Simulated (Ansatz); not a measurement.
Reaction (cleavage of the B–Si bond): `B[Si](F)(F)[SiH3]` + `NB(O)Cl` → `BOB(N)Cl` + `F[SiH](F)[SiH3]`

Computed with Ansatz on PBE0-D4/def2-TZVP structures; ΔE is electronic, products minus reactants. CBS: MP2 limit from def2 TZ/QZ plus the TZ coupled-cluster correction, frozen cores. DFT in def2-TZVPP. B3LYP here is the variant with VWN-RPA as its local correlation; programs differ in this. HSE06 is defined as in plane-wave codes. Each species was taken in one conformer, which may not be the lowest.

```tsv
level	ΔE (kJ/mol)	difference from CCSD(T)/CBS
PBE-D4	-138.4	11.2
revPBE-D4	-135.8	13.8
BLYP-D4	-149.3	0.3
r2SCAN-D4	-147.1	2.5
B97M-V	-146.8	2.8
PBE0-D4	-141.0	8.6
B3LYP-D4	-151.3	-1.7
r2SCANh-D4	-147.8	1.8
r2SCAN0-D4	-148.8	0.8
HSE06-D4	-141.0	8.6
BHLYP-D4	-155.5	-5.9
CAM-B3LYP-D4	-155.8	-6.2
ωB97X-V	-146.9	2.7
ωB97M-V	-152.2	-2.6
B2PLYP	-154.8	-5.2
PBE-QIDH	-148.8	0.8
PBE	-138.8	10.8
revPBE	-134.6	15.0
BLYP	-149.8	-0.2
r2SCAN	-147.2	2.4
PBE0	-141.5	8.1
B3LYP	-152.0	-2.4
r2SCANh	-147.9	1.7
HSE06	-141.5	8.1
BHLYP	-156.8	-7.2
LC-ωPBE	-142.9	6.7
HF/def2-SVP	-163.2	-13.6
MP2/def2-SVP	-170.0	-20.4
CCSD(T)/def2-SVP	-165.3	-15.7
HF/def2-TZVPP	-159.6	-10.0
MP2/def2-TZVPP	-156.6	-7.0
SCS-MP2/def2-TZVPP	-156.9	-7.3
CCSD/def2-TZVPP	-150.3	-0.7
CCSD(T)/def2-TZVPP	-150.5	-0.9
HF/def2-QZVPP	-161.1	-11.5
MP2/def2-QZVPP	-156.6	-7.0
SCS-MP2/def2-QZVPP	-156.7	-7.1
HF/CBS(def2)	-161.3	-11.7
MP2/CBS(def2)	-155.7	-6.1
CCSD/CBS(def2)	-149.4	0.2
CCSD(T)/CBS	-149.6	0
```

Largest T1 diagnostic among the species: 0.013.

At CCSD(T), def2-SVP lies −15.7 kJ/mol from the extrapolated value and def2-TZVPP −0.9 kJ/mol. Leaving LDA and LC-ωPBE aside and taking each functional with its dispersion term where it has one, the values spread over 20.0 kJ/mol, from CAM-B3LYP-D4 to revPBE-D4. LDA lies −10.3 kJ/mol from PBE without D4. From BLYP to BHLYP (50 % exact exchange), in def2-TZVPP and without D4, ΔE moves by −7.0 kJ/mol.
